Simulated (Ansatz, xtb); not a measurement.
## Two structures of FH6NSiSn

Structure X is `N[Si@H](F)[SnH3]`, a singlet and structure Y is a singlet given by its coordinates. Both are isolated molecules in the gas phase, relaxed with PBE0-D3(BJ)/def2-SVP; the shapes shown needn't be the lowest conformers.

X (Å):

```yaml
atoms:
  - { symbol: F, position_ang: [1.9532, -1.8962, -0.5354] }
  - { symbol: N, position_ang: [-0.5937, -1.9788, -1.7174] }
  - { symbol: Si, position_ang: [0.7205, -1.0254, -1.1738] }
  - { symbol: Sn, position_ang: [-0.1253, 0.5161, 0.6865] }
  - { symbol: H, position_ang: [-0.5493, -2.4840, -2.5959] }
  - { symbol: H, position_ang: [-1.2285, -2.4252, -1.0655] }
  - { symbol: H, position_ang: [1.2896, -0.3365, -2.3652] }
  - { symbol: H, position_ang: [-1.1324, -0.3786, 1.7519] }
  - { symbol: H, position_ang: [-1.0635, 1.7969, 0.0389] }
  - { symbol: H, position_ang: [1.1523, 1.1934, 1.6038] }
```

Y (Å):

| atom | x (Å) | y (Å) | z (Å) |
| --- | --- | --- | --- |
| F | 0.0255 | 1.7486 | -3.5083 |
| N | 0.3389 | -0.8948 | -2.8865 |
| Si | -0.2614 | 0.6824 | -2.3073 |
| Sn | -0.0526 | -2.4032 | -1.0476 |
| H | -1.7294 | 0.5947 | -2.1685 |
| H | 0.5486 | 1.1111 | -1.1516 |
| H | -0.1302 | -1.2319 | -3.7273 |
| H | 1.3433 | -0.9087 | -3.0670 |
| H | -0.8313 | -0.9115 | -0.3984 |
| H | 1.5342 | -1.8249 | -0.4681 |

Close contacts (Å): F1–Si3 1.63, N2–Si3 1.78, N2–Sn4 2.41, N2–H7 1.02, N2–H8 1.02, Si3–H5 1.48, Si3–H6 1.48, Sn4–H9 1.80, Sn4–H10 1.79.

Question: Estimate which is lower in electronic energy at CCSD(T)/def2-SVP + ΔMP2/def2-TZVPP, and by roughly how much.

Answer: Not settled: CCSD(T)/def2-SVP + ΔMP2/def2-TZVPP gives E(Y) − E(X) = +5.08 kJ/mol, but this leans on the basis-set step: CCSD(T) alone gives −1.16 kJ/mol.

Level by level:

```csv
level,geometry,E(Y) − E(X) (kJ/mol),departure from the last row (kJ/mol),"job, with rough time for the two"
GFN2-xTB,GFN2-xTB,−86.13,−91.22,"optimisation, 0.19 s"
HF/STO-3G,GFN2-xTB,+180.35,+175.26,"single point, 0.92 s"
r2SCAN-D4/def2-SVP,GFN2-xTB,−12.75,−17.84,"single point, 2.7 s"
PBE0-D3(BJ)/def2-SVP,PBE0-D3(BJ)/def2-SVP,+7.31,+2.22,"optimisation, 1.9 min"
HF/def2-SVP,PBE0-D3(BJ)/def2-SVP,+8.86,+3.77,part of the CCSD(T) run
MP2/def2-SVP,PBE0-D3(BJ)/def2-SVP,+3.88,−1.20,part of the CCSD(T) run
CCSD(T)/def2-SVP,PBE0-D3(BJ)/def2-SVP,−1.16,−6.25,single point
CCSD(T)/def2-SVP + ΔMP2/def2-TZVPP,PBE0-D3(BJ)/def2-SVP,+5.08,,"single point, 25 s"
```

GFN2-xTB, r2SCAN-D4/def2-SVP put the two in the other order. CCSD(T)/def2-SVP finds them nearly level. The largest departure from CCSD(T)/def2-SVP + ΔMP2/def2-TZVPP is that of HF/STO-3G, 175.26 kJ/mol. The last row adds to CCSD(T) the change of the MP2 difference between the two basis sets, here +6.25 kJ/mol.

With harmonic frequencies from PBE0-D3(BJ)/def2-SVP (ideal gas, rigid rotor, one conformer each, 298.15 K, 1 atm): the zero-point term adds +6.14 kJ/mol; ΔH is +9.33 and ΔG +12.92 kJ/mol.

The correlated steps freeze 11 core orbitals; the filled d shell of Sn is correlated, in a basis made for valence electrons. Atoms past krypton carry core potentials in the def2 sets, other sets are all-electron and non-relativistic, and no spin–orbit term is included. Programs: Ansatz 0.2.0, xtb 6.7.1; the last row on 2 threads of Intel(R) Xeon(R) Platinum 8375C CPU @ 2.90GHz (Ice Lake) on a shared host.
